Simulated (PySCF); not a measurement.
Relaxation of singlet TeH₆

All numbers come from PBE0/[Te def2-TZVP with ECP28, H def2-TZVP], scalar-relativistic core potentials, density fitting, no spin–orbit coupling, PySCF. A (50,194) grid was used.

A start displaced from a saddle point along its imaginary mode, of D3 symmetry, held to at least that symmetry:

```xyz
7
charge 0 multiplicity 1, angstrom
Te    0.0000    0.0000    0.0000
H     1.3224   -0.1200    1.1448
H    -0.5573    1.2052    1.1448
H    -0.7651   -1.0853    1.1448
H     1.3224    0.1200   -1.1448
H    -0.7652    1.0852   -1.1448
H    -0.5573   -1.2053   -1.1448
```

Optimiser trace:
| step | E − E(last) (kJ/mol) | largest gradient (Eh/bohr) |
| --- | --- | --- |
| 0 | 147.01 | 0.00540 |
| 1 | 132.12 | 0.00795 |
| 2 | 105.64 | 0.00967 |
| 3 | 71.58 | 0.01028 |
| 4 | 40.12 | 0.00895 |
| 5 | 5.19 | 0.00514 |
| 6 | 0.25 | 0.00175 |
| 7 | 0.00 | 0.00015 |
| 8 | 0.00 | 0.00001 |

It ends at Oh with Te–H 1.733 Å (×6); H–Te–H 90.0° (×12), H–Te–H 180.0° (×3). No frequency check is given, so it may be a saddle point.

Final geometry:
```xyz
7
charge 0 multiplicity 1, angstrom
Te    0.0000    0.0000    0.0000
H     1.2258   -0.7075    1.0006
H    -0.0002    1.4154    1.0006
H    -1.2256   -0.7079    1.0006
H     1.2258    0.7076   -1.0006
H    -1.2257    0.7078   -1.0006
H    -0.0001   -1.4154   -1.0006
```
